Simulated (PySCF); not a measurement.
# Two-dimensional NMR puzzle

Compound of formula C₅H₉ClO₂. Correlations simulated from computed shifts and the bond graph:

HSQC (one-bond C–H):
```tsv
δH	δC
2.97	49.8
1.85	32.3
```

HMBC (two and three bonds, from the bond graph):
```tsv
δH	δC
2.97	176.3, 70.7, 32.3
1.85	70.7, 49.8, 32.3
```

Carbons without hydrogens: δ 176.3, 70.7.

[PySCF: GFN2-xTB structure; PBE0/pcSseg-1 with gauge-including orbitals; gas phase; a single conformation; relativity neglected; averaged over atoms made equivalent by symmetry, fast rotation or ring inversion]

Shifts are taken against calculated references (same method and geometry level): 1H and 13C against TMS.

Exchangeable hydrogens are left out of these lists.

Q: Work out the connectivity.

A: `C(C)(C)(Cl)CC(=O)O`.

Mapped SMILES: `[CH3:1][C:2]([CH3:3])([Cl:4])[CH2:5][C:6](=[O:7])[OH:8]` (H(Xn): hydrogen on atom n).

- δC 176.3 is C6, a carboxylic acid carbon.
- δC 70.7 is C2, a fully substituted sp3 carbon bonded to Cl.
- δC 49.8 is C5, an sp3 CH2 α to a carbonyl (δH 2.97).
- δC 32.3 is C1/C3, a methyl carbon (δH 1.85).
- HMBC from δH 2.97 reaches the proton-free carbons C6, C2.
- HMBC from δH 1.85 reaches the proton-free carbon C2.

The shifts were computed for this structure.

OH/NH shifts are gas-phase values; hydrogen bonding in solution moves them, usually downfield. Carbons that carry Cl, above all several Cl atoms, come out too deshielded, partly because spin–orbit coupling is missing. Shifts are as computed. Against solution values, carbons near 30 ppm lie about +3 ppm off and those near 130 ppm about +5 ppm; carbons on Cl a further +6 ppm. Of 1211 compounds with measured shifts, 218 miss one by over three times the rms of a fit or turn the order of signals round; such compounds aren't used in these exercises. Hydrogen bonding in solution deshields acid and N–H amide carbonyl carbons by as much as 10 ppm beyond these values.
